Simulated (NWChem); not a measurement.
AlH3Se2; SMILES [SeH][AlH][SeH]

```xyz
6

Al     0.0000     0.0000    -0.9823
H      0.0000     0.0000    -2.5619
Se    -2.0191     0.3072     0.1115
H     -1.4230     0.2163     1.4531
Se     2.0191    -0.3072     0.1115
H      1.4230    -0.2163     1.4531
```
Atoms are numbered in this order, from 1.

Computed with NWChem. Pople sets run with spherical d functions. Structure relaxed at the PBE0/def2-SVP level. Vzz is the largest principal value of the second derivative of the potential at the nucleus (NWChem prints the opposite sign); η is the asymmetry. Non-relativistic.

**Question.** Order these runs by computing time, cheapest first, and give rough ratios: PBE0/6-31G*; PBE/cc-pVTZ; PBE/def2-TZVP.

**Answer.** PBE0/6-31G* (1), PBE/def2-TZVP (4), PBE/cc-pVTZ (30). Ratios are rough, from one shared machine; the cheapest took around 22 core-seconds (rough). What differs between the cheapest and the dearest: Vzz Al1 (a.u.) 0.726 → 0.951; η Al1 0.56 → 0.41; Vzz Se5 (a.u.) 3.207 → 3.185; η Se5 0.89 → 0.83.
